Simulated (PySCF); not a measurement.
PySCF input for GeH3, SMILES [GeH3-], charge -1, r2SCAN-D4/def2-TZVPD. Coordinates come from a r2SCAN-D4/def2-TZVPD optimisation.

```python
import numpy as np
from pyscf import gto, scf, dft, df
from pyscf.hessian import thermo

mol = gto.M(
    atom='''
    Ge   -0.00000000    0.00000000   -0.07672651
    H     1.16071814    0.67014093    0.81841613
    H    -1.16071812    0.67014088    0.81841619
    H     0.00000005   -1.34028187    0.81841612
    ''',
    basis='def2-TZVPD',
    charge=-1,
    spin=0,
    max_memory=1600,
    verbose=3,
)
mf = dft.RKS(mol, xc='r2scan').density_fit(auxbasis='def2-universal-jkfit')
mf.disp = 'd4'
mf.grids.level = 4
mf.conv_tol = 1e-11
mf.max_cycle = 100
mf.kernel()

# [left out here: the lines that compute and print the analytic Hessian (its translational invariance restored by hand, since the grid's response is missing), thermochemistry and intensities]
```

Output:

```
converged SCF energy = -2078.78789859287

WARN: MGGA Hessian is sensitive to dft grids. grids.level 4 may not be dense enough.


WARN: DFTD4 does not support analytical Hessian, using finite difference.


WARN: Mole.unit (angstrom) is changed to Bohr

Mode                                 0                   1                   2
Irrep
Freq [cm^-1]                      834.9860            893.8012            893.8217
Reduced mass [au]                   1.0386              1.0158              1.0158
Force const [Dyne/A]                0.4266              0.4781              0.4781
Char temp [K]                    1201.3590           1285.9810           1286.0104
Normal mode                   x     y     z       x     y     z       x     y     z
       0  Ge                 0.00  0.00 -0.02    0.01  0.00  0.00    0.00 -0.01 -0.00
       1   H                -0.25 -0.14  0.49   -0.02  0.40 -0.29   -0.40  0.48  0.17
       2   H                 0.25 -0.14  0.49   -0.02 -0.40  0.29    0.40  0.48  0.17
       3   H                -0.00  0.29  0.49   -0.71  0.00  0.00   -0.00 -0.21 -0.33
Mode                                 3                   4                   5
Irrep
Freq [cm^-1]                     1770.9811           1771.9461           1771.9671
Reduced mass [au]                   1.0181              1.0219              1.0219
Force const [Dyne/A]                1.8814              1.8904              1.8905
Char temp [K]                    2548.0475           2549.4359           2549.4662
Normal mode                   x     y     z       x     y     z       x     y     z
       0  Ge                -0.00 -0.00 -0.01    0.01  0.00 -0.00    0.00 -0.01  0.00
       1   H                 0.44  0.25  0.29   -0.50 -0.30 -0.38    0.28  0.15  0.21
       2   H                -0.44  0.25  0.29   -0.50  0.30  0.38   -0.29  0.15  0.21
       3   H                -0.00 -0.48  0.27    0.01 -0.00  0.00    0.00  0.69 -0.45
temperature 298.1500 [K]
pressure 101325.00 [Pa]
Rotational constants [GHz] 100.22772 100.22772 93.03431
Symmetry number 3
Zero-point energy (ZPE) 0.01808 [Eh]   47476.813 [J/mol]
                           tot       elec      trans        rot        vib
Entropy [J/mol/K]       224.575      0.000    162.700     59.875      2.000
Cv [J/mol/K]             32.041      0.000     12.472     12.472      7.097
Cp [J/mol/K]             40.355      0.000     20.786     12.472      7.097
Internal energy [J/mol]                      3718.434   3718.434  47960.224
Internal energy [Eh]   -2078.76680  -2078.78790
Enthalpy [J/mol]                             6197.391   3718.434  47960.224
Enthalpy [Eh]          -2078.76585
Gibbs free energy [J/mol]                  -42311.756 -14133.239  47364.052
Gibbs free energy [Eh] -2078.79136
static polarisability / bohr^3: [[ 6.4502e+01  0.0000e+00 -0.0000e+00]
 [ 0.0000e+00  6.4502e+01 -3.3000e-02]
 [ 0.0000e+00  0.0000e+00  7.8266e+01]]
largest difference of analytic and finite-field dipole derivatives / e: 0.006167058787569513
mode   freq/cm-1   IR/(km/mol)   Raman/(A^4/amu)   depolarisation
   1      834.99       137.442            34.504            0.068
   2      893.80        45.163             6.125            0.750
   3      893.82        45.153             6.193            0.750
   4     1770.98       553.533           219.957            0.066
   5     1771.95       672.130           245.832            0.750
   6     1771.97       672.089           245.657            0.749
max |gradient| / (hartree/bohr): 0.00012640842957892346
APT charges: [ 0.1616 -0.3869 -0.3869 -0.3869]
```

The run converged.

Cost: roughly 2.6 core-minutes.
